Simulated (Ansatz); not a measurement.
```yaml
crystal:
  periodic: [false, false, false]
  atoms:
    - {symbol: O, position_ang: [0.180329, 0.685060, 1.756271]}
    - {symbol: B, position_ang: [0.456492, 0.250862, 0.626902]}
    - {symbol: O, position_ang: [1.757893, 0.767200, 0.132696]}
    - {symbol: Si, position_ang: [-0.791529, -0.599373, -1.121577]}
    - {symbol: F, position_ang: [-0.770161, 0.061705, -2.486287]}
    - {symbol: H, position_ang: [-1.032559, 0.235496, 1.958949]}
    - {symbol: H, position_ang: [2.087074, 1.556664, 0.890687]}
    - {symbol: H, position_ang: [0.055902, -1.879439, -1.003516]}
    - {symbol: H, position_ang: [-2.225342, -0.823432, -0.562728]}
basis:
  gaussian: {orbitals: LANL2DZ}
hamiltonian: {xc: {name: PBE}, dispersion: d4}
output: {forces: true}
```

```sh
$ ansatz run in.yaml --threads 2 --pin off --events-out ev --progress --plain --max-ram 4352MiB
```

Problem. How does Ansatz answer? (Estimate.)

Solution. The calculation gave: The input was rejected before any iteration.
```
Error: <dir> can't be read: No such file or directory (os error 2)
```
